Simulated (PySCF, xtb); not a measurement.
(E)-3-methoxyprop-2-en-1-amine (C4H9NO), SMILES CO/C=C/CN. Other conformers were not sampled.

Harmonic wavenumbers (cm⁻¹) from GFN2-xTB (xtb) at its own minimum, in rising order: 64, 109, 202, 230, 282, 303, 370, 449, 606, 729, 871, 954, 971, 986, 1051, 1092, 1116, 1124, 1164, 1183, 1262, 1288, 1311, 1319, 1401, 1468, 1472, 1486, 1572, 1717, 2927, 2944, 2944, 2974, 3030, 3063, 3079, 3378, 3409.

Question: What does PySCF 2.14.0 with PBE0-D3(BJ)/def2-SVP give at its own minimum? (The exact figures need the calculation; the answer reports its results.)

Answer: 94, 119, 208, 259, 291, 328, 379, 469, 635, 825, 855, 901, 971, 1022, 1086, 1120, 1172, 1177, 1217, 1286, 1297, 1353, 1377, 1380, 1455, 1461, 1464, 1482, 1645, 1753, 3018, 3046, 3097, 3098, 3177, 3188, 3197, 3526, 3608. Paired by order, the mean absolute difference is 59 cm⁻¹ and the zero-point energies are 79.9 and 83.0 kcal/mol.
